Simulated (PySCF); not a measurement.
# Correlation energy of O⁺ (oxygen, charge +1)

[He] 2s1 2p4, high-spin 4P determinant (an excited configuration). All numbers are calculated (PySCF 2.14, the non-relativistic Hamiltonian (point nucleus), in aug-cc-pVQZ with one added diffuse shell each of s, p, d, f, g type (7s6p5d4f3g, 105 functions)). Frozen: 1s2; 5 electrons correlated.

MP2 pair energies summed by pair of shells (mhartree):

```tsv
pair	energy	share (%)
2p-2p	-88.30	83.7
2s-2p	-17.19	16.3
```

Total MP2 correlation energy: -105.48 mhartree.

Same-spin part -31.34 and opposite-spin part -74.15 mhartree; SCS-MP2 scales them by 1/3 and 6/5 to -99.42 mhartree.
